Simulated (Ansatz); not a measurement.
Reaction (silylene loss): `C[Si](N)(O)[SiH3]` → `C[SiH](N)O` + `[SiH2]`

Program: Ansatz. Geometries: PBE0-D4/def2-TZVP. ΔE: electronic, gas phase. CBS: MP2 limit from def2 TZ/QZ plus the TZ coupled-cluster correction, frozen cores. This one scheme is used for every species. Functionals use def2-TZVPP. One conformer a species, not always the lowest.

| level | ΔE (kJ/mol) |
| --- | --- |
| ωB97M-V | 220.5 |
| B2PLYP | 220.8 |

Q: What does CCSD(T)/CBS give? (Best estimate.)

A: The calculation gave: +227.9 kJ/mol. The listed levels differ from it by -7.4, -7.1 kJ/mol.

Largest T1 diagnostic among the species: 0.014.

The D4 term adds +15.8 kJ/mol with B3LYP and +8.9 kJ/mol with PBE0; it sums over pairs of atoms, weighted by their polarisabilities, and B3LYP, whose exchange is more repulsive, gets the larger term. From PBE to PBE0 (25 % exact exchange), in def2-TZVPP and without D4, ΔE moves by +4.5 kJ/mol. In def2-TZVPP, CCSD(T) changes the Hartree–Fock value by +23.3 kJ/mol (the triples alone add +6.1 kJ/mol) and MP2 by +37.5 kJ/mol.

B3LYP here is the variant with VWN-RPA as its local correlation; programs differ in this.
